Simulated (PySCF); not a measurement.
**SeF₃⁺ at several levels of theory**

All levels use the PBE0 minimum (singlet; Se–F 1.651 Å (×3); F–Se–F 97.3° (×3)), basis [Se def2-TZVP, F def2-TZVP], no relativity, density fitting, no spin–orbit coupling, PySCF. For vertical energies the ionised species is a doublet (spins chosen at PBE0 and kept) and the electron-attached one a doublet. Open shells are unrestricted, also as the reference of the correlated levels. Dipoles are about the centre of mass. A dash marks a value that was not computed or is not defined at that level.

```csv
level,vertical IP (eV),vertical EA (eV),−ε(HOMO) (eV),gap (eV),dipole (D)
PBE0,21.78,6.84,18.98,9.53,2.31
HF,21.66,6.44,22.91,17.37,2.74
MP2,22.19,6.55,–,–,–
PBE,21.31,6.62,17.30,6.92,2.11
r2SCAN,21.57,6.77,17.74,7.48,2.16
B3LYP,21.82,6.84,18.75,9.00,2.36
TPSSh,21.53,6.73,18.08,8.14,2.19
M06-L,21.30,6.43,17.48,7.54,2.19
r2SCAN0,21.93,6.96,19.28,9.91,2.34
```
